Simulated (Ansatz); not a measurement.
The cluster TiS2⁻. Total charge -1; doublet. Geometry PBE-D4/def2-TZVPD.

Cartesian coordinates in Å:
```
Ti 0.0480 -0.6661 -0.3078
S 1.2563 0.9601 -1.0033
S -1.3043 -0.2940 1.3111
```

HSE06 is defined as in plane-wave codes, on full-range PBE exchange. At PBE-D4/def2-TZVPD, BLYP-D4/def2-TZVPD the highest occupied level of the charge -1 doublet lies above zero (up to 0.27 eV). By energy differences its removal costs 2.39 eV (vertical, to the charge 0 singlet, at PBE0-D4/def2-TZVPD). The structure comes from a short search, and lower isomers may exist.

Q: Estimate the α-spin orbital energies around the gap (eV) in Ansatz with PBE-D4/def2-TZVPD, BLYP-D4/def2-TZVPD, PBE0-D4/def2-TZVPD, HSE06-D4/def2-TZVPD, ωB97M-V/def2-TZVPD.

A: 
```tsv
orbital	PBE-D4/def2-TZVPD	BLYP-D4/def2-TZVPD	PBE0-D4/def2-TZVPD	HSE06-D4/def2-TZVPD	ωB97M-V/def2-TZVPD
HOMO−9	-33.10	-32.90	-36.69	-36.26	-39.40
HOMO−8	-10.94	-10.78	-12.75	-12.32	-15.37
HOMO−7	-10.68	-10.52	-12.44	-12.02	-15.02
HOMO−6	-2.35	-2.14	-3.37	-2.97	-5.53
HOMO−5	-1.93	-1.75	-2.86	-2.46	-4.98
HOMO−4	-1.73	-1.53	-2.49	-2.10	-4.61
HOMO−3	-1.59	-1.39	-2.30	-1.91	-4.34
HOMO−2	-1.47	-1.28	-2.17	-1.77	-4.19
HOMO−1	-0.90	-0.71	-1.66	-1.27	-3.59
HOMO	0.11	0.27	-1.11	-0.71	-3.47
LUMO	0.69	0.83	1.51	1.16	2.71
LUMO+1	0.73	0.89	2.11	1.75	3.56
LUMO+2	1.99	2.16	3.05	2.70	3.76
LUMO+3	2.22	2.36	3.29	2.92	3.93
LUMO+4	2.57	2.70	3.30	3.00	4.41
LUMO+5	2.83	2.99	3.43	3.18	4.46
β HOMO	-0.92	-0.74	-1.73	-1.35	-3.67
β LUMO	1.10	1.14	1.70	1.37	2.36
```
